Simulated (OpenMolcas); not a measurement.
Nd4+.

```yaml
Program: OpenMolcas 26.06
Method: RASSCF
Basis: ANO-RCC-VTZP [8s7p5d3f2g1h]
Scalar_Hamiltonian: DKH2, point nucleus
Active_space: 2 electrons in 12 orbitals (RAS2 4f; RAS3 5d, at most 1 electron)
State_averaging: 2S+1 = 3 even, 21 roots; 2S+1 = 1 even, 28 roots; 2S+1 = 3 odd, 35 roots; 2S+1 = 1 odd, 35 roots
Spin-orbit_coupling: state interaction with AMFI integrals over the reference wave functions, term energies averaged over their components
```

Levels without dynamic correlation, in cm-1 above 4f2 3H4:

```
  Level      E
4f2 1I6  32224
4f2 3F2   7775
4f2 1D2  26943
4f2 3P0  33503
4f2 1S0  73486
```

On this reference, SS-RASPT2, IPEA 0.25 Eh, imaginary shift 0.1 Eh (closed shells correlated: 5s 5p) puts 4f2 1I6 at 29910 cm-1.

**Question.** Estimate the other levels at that method by one scale factor, and say how well it serves.

**Answer.** The factor is 29910 / 32224 = 0.928. Scaled values beside those that SS-RASPT2 gives and measured ones (the list in Carvajal Gallego et al., Mon. Not. R. Astron. Soc. 518, 332 (2023)):
```json
{"Level": "4f2 3F2", "Scaled": "7215", "SS-RASPT2": "6550", "Miss (%)": "+10.2", "Measured": "5894"}
{"Level": "4f2 1D2", "Scaled": "25003", "SS-RASPT2": "23680", "Miss (%)": "+5.6", "Measured": "20551"}
{"Level": "4f2 3P0", "Scaled": "31091", "SS-RASPT2": "29390", "Miss (%)": "+5.8", "Measured": "25051"}
{"Level": "4f2 1S0", "Scaled": "68195", "SS-RASPT2": "63960", "Miss (%)": "+6.6", "Measured": ""}
```
For these levels the scaled values miss SS-RASPT2 by up to 10.2 %, as correlation changes each term by its own factor, spin-orbit parts do not scale and CASPT2 has its own spread within terms. This holds within one configuration; levels of others move differently, and the target method has errors of its own against measurement.

CASPT2 does not keep the components of a term degenerate, so their means are used; among the terms shown or strongly mixed into the levels shown the widest spread is 840 cm-1 (4f2 1I, SS-RASPT2). Without dynamic correlation excited terms often stand tens of per cent too high (terms of higher spin than the ground term too low), and those without a measured partner can miss by more than the paired ones (holds for RASSCF). Some terms miss by over 15 % even with CASPT2, which points to a basis or an active space too small for the shells correlated (holds for SS-RASPT2). Computed and measured levels are paired by configuration, term and J; levels that our copy of the source lacks, or whose pairing is in doubt (as where it misses far off the trend of its configuration), stay unpaired and out of the deviations. Only configurations of the active space appear.
